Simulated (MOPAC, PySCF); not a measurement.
H7BSi2, SMILES `[SiH3][SiH2]B`, neutral singlet in the gas phase. 

Cartesian coordinates (Å):
SMILES: [SiH3][SiH2]B
```xyz
10

B      1.7660     0.4230    -0.5689
Si     0.5454    -0.4994     0.7013
Si    -1.5936     0.0643    -0.1083
H      2.1061    -0.1034    -1.5868
H      2.0955     1.5577    -0.3872
H      0.6242    -0.0136     2.1072
H      0.6412    -1.9858     0.6933
H     -2.6397    -0.5537     0.7510
H     -1.7793     1.5404    -0.1011
H     -1.7657    -0.4290    -1.5013
```
Charge 0, multiplicity 1.

All levels are single points at this geometry (PBE0-D3(BJ)/def2-TZVP); Pople sets use spherical d functions. Orbital energies aren't observables, and empty levels follow the basis.

B3LYP/3-21G in PySCF gives dipole (D) = 0.11.

Q: Estimate the dipole (D) from each of these levels: PBE0-D3(BJ)/def2-TZVP in PySCF; B3LYP/LANL2DZ in PySCF; M06-2X/6-31G* in PySCF; HF/3-21G in PySCF; PM3 in MOPAC.

A: 
```
level                           dipole (D)
------------------------------  ----------
PBE0-D3(BJ)/def2-TZVP in PySCF        0.18
B3LYP/LANL2DZ in PySCF                0.14
M06-2X/6-31G* in PySCF                0.30
HF/3-21G in PySCF                     0.46
PM3 in MOPAC                          0.82
```
